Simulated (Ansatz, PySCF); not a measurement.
Dissociation curve of HF (cation, charge +1), doublet.

UMP2 = MP2 on UHF/aug-cc-pVDZ, frozen core in Ansatz (a program for electronic structure); UKS-B3LYP/6-31G* = unrestricted B3LYP/6-31G*, spherical d in PySCF; UKS-PBE0 = unrestricted PBE0/aug-cc-pVDZ (Ansatz).

Total energies in hartree (comparable only within one method and basis):

```json
[
 {"R / Å": "0.64", "UMP2": "-99.42219", "UKS-B3LYP/6-31G*": "-99.59017", "UKS-PBE0": "-99.53306"},
 {"R / Å": "0.68", "UMP2": "-99.49654", "UKS-B3LYP/6-31G*": "-99.66616", "UKS-PBE0": "-99.60738"},
 {"R / Å": "0.73", "UMP2": "-99.56193", "UKS-B3LYP/6-31G*": "-99.73383", "UKS-PBE0": "-99.67284"},
 {"R / Å": "0.77", "UMP2": "-99.59804", "UKS-B3LYP/6-31G*": "-99.77187", "UKS-PBE0": "-99.70907"},
 {"R / Å": "0.79", "UMP2": "-99.61194", "UKS-B3LYP/6-31G*": "-99.78676", "UKS-PBE0": "-99.72304"},
 {"R / Å": "0.84", "UMP2": "-99.63727", "UKS-B3LYP/6-31G*": "-99.81459", "UKS-PBE0": "-99.74860"},
 {"R / Å": "0.87", "UMP2": "-99.64735", "UKS-B3LYP/6-31G*": "-99.82614", "UKS-PBE0": "-99.75884"},
 {"R / Å": "0.89", "UMP2": "-99.65239", "UKS-B3LYP/6-31G*": "-99.83213", "UKS-PBE0": "-99.76399"},
 {"R / Å": "0.92", "UMP2": "-99.65787", "UKS-B3LYP/6-31G*": "-99.83898", "UKS-PBE0": "-99.76963"},
 {"R / Å": "0.95", "UMP2": "-99.66130", "UKS-B3LYP/6-31G*": "-99.84369", "UKS-PBE0": "-99.77322"},
 {"R / Å": "0.99", "UMP2": "-99.66338", "UKS-B3LYP/6-31G*": "-99.84729", "UKS-PBE0": "-99.77549"},
 {"R / Å": "1.05", "UMP2": "-99.66263", "UKS-B3LYP/6-31G*": "-99.84842", "UKS-PBE0": "-99.77501"},
 {"R / Å": "1.10", "UMP2": "-99.65960", "UKS-B3LYP/6-31G*": "-99.84659", "UKS-PBE0": "-99.77220"},
 {"R / Å": "1.19", "UMP2": "-99.65093", "UKS-B3LYP/6-31G*": "-99.83943", "UKS-PBE0": "-99.76389"},
 {"R / Å": "1.29", "UMP2": "-99.63885", "UKS-B3LYP/6-31G*": "-99.82850", "UKS-PBE0": "-99.75228"},
 {"R / Å": "1.40", "UMP2": "-99.62475", "UKS-B3LYP/6-31G*": "-99.81537", "UKS-PBE0": "-99.73879"},
 {"R / Å": "1.55", "UMP2": "-99.60639", "UKS-B3LYP/6-31G*": "-99.79809", "UKS-PBE0": "-99.72138"},
 {"R / Å": "1.74", "UMP2": "-99.58661", "UKS-B3LYP/6-31G*": "-99.77921", "UKS-PBE0": "-99.70269"},
 {"R / Å": "1.94", "UMP2": "-99.57058", "UKS-B3LYP/6-31G*": "-99.76376", "UKS-PBE0": "-99.68750"},
 {"R / Å": "2.22", "UMP2": "-99.55551", "UKS-B3LYP/6-31G*": "-99.74905", "UKS-PBE0": "-99.67291"},
 {"R / Å": "2.54", "UMP2": "-99.54603", "UKS-B3LYP/6-31G*": "-99.73944", "UKS-PBE0": "-99.66311"},
 {"R / Å": "2.99", "UMP2": "-99.54033", "UKS-B3LYP/6-31G*": "-99.73361", "UKS-PBE0": "-99.65677"}
]
```

The unrestricted determinant behind UKS-B3LYP/6-31G* is spin-contaminated at 2.22 to 2.99 Å (<S²> up to 1.0, against 0.75 for a pure doublet). The unrestricted determinant behind UKS-PBE0 is spin-contaminated at 2.54 to 2.99 Å (<S²> up to 0.9, against 0.75 for a pure doublet).
